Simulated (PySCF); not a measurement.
**Energy profile**

The step: BNH₃OF ([NH2][B]([OH])[F]) → BOF + NH₃ (still joined by a long B–N bond); bonds formed: N2–H4; bonds broken: O3–H4; bonds weakened to dative contacts: B1–N2 (atoms numbered as in the saddle structure below).

```xyz
7
angstrom
B -0.5123 0.5289 0.3752
N 0.5010 -0.5291 -0.1824
O -0.9605 1.0804 -0.7085
H -0.0619 0.1336 -1.0671
F -0.7290 0.6815 1.6736
H 1.4883 -0.3845 -0.0102
H 0.2742 -1.5108 -0.0806
```

Electronic energies by CCSD(T) at an estimated basis limit (MP2 extrapolated from triple and quadruple zeta, plus CCSD(T) − MP2 in triple zeta), on PBE0-D4/def2-TZVP structures; BNH₃OF, closed shell; no counterpoise correction. PySCF 2.14 with density fitting (its default auxiliary sets; JK sets also for MP2 and CCSD(T)); basis: def2-TZVPP and def2-QZVPP; cores frozen in the correlated methods. Extrapolation: Hartree–Fock as exp(−7.88 √X), correlation as X^−2.97.

**Question.** Give the profile in kcal/mol, counted from the start structure. (To be estimated.)

**Answer.** Computed:
| point | kcal/mol |
| --- | --- |
| start structure | 0.00 |
| saddle | 50.59 |
| end structure | 31.45 |
| separated: BOF (linked as [O][B][F]; B1, O3, F5; singlet) + NH₃ (N2, H4, H6, H7; singlet) | 49.54 |

T1 diagnostic: at most 0.016.

For scale, one of the runs: CCSD(T)/def2-TZVPP, 166 basis functions, launched by `OMP_NUM_THREADS=4 python run.py`. Time: 2.8 min of wall clock on 4 CPU threads of an Arm Neoverse V2; the host was shared. Peak host memory: 1.6 GiB.
